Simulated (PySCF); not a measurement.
# State search for SrCl

Unrestricted PBE0; Sr x2c-TZVPPall, Cl x2c-TZVPPall; spin-free X2C with a Gaussian nucleus (PySCF 2.14). Outer shells of the fragments: Sr 5s2; Cl 3s2 3p5.

Followed along the bond (rough minima from three points):

```csv
2Ms+1,unpaired,⟨S²⟩ at the start,R at minimum (Å),Te (eV)
2,σ ↑,0.75,2.57,0.00
2,π ↑,0.75,2.56,1.59
4,"σ ↑, π ↑↑",3.75,none in the scan,≤ 6.01
```

Solutions found at the starting distance of 2.680 Å, counted from the lowest of them; the search is not exhaustive and high or unbound solutions are not listed, so other states can lie among these:

| 2Ms+1 | unpaired | term | E (eV) | ⟨S²⟩ | ⟨Lz²⟩ | μ (D) |
| --- | --- | --- | --- | --- | --- | --- |
| 2 | σ ↑ | ²Σ⁺ | 0.00 | 0.75 | 0.00 | -5.05 |
| 2 | π ↑ | ²Π | 1.60 | 0.75 | 1.00 | -3.96 |
| 2 | δ ↑ | ²Δ | 1.90 | 0.75 | 4.00 | -8.46 |
| 4 | σ ↑, π ↑↑ | mixed | 6.20 | 3.75 | 2.03 | 2.15 |
| 4 | σ ↑, π ↑↑ | mixed | 6.27 | 3.75 | 2.02 | 3.77 |
| 4 | σ ↑↑, π ↑ | mixed | 6.32 | 3.75 | 1.16 | 5.42 |

A term symbol is given only where ⟨S²⟩ and ⟨Lz²⟩ are close to those of a pure state; real π, δ and φ orbitals otherwise mix terms. A positive dipole means Sr(−)Cl(+).

Spin–orbit coupling is left out. Counting both spins, an empty level lies below a filled one in some of these solutions, because spin and occupation are held.
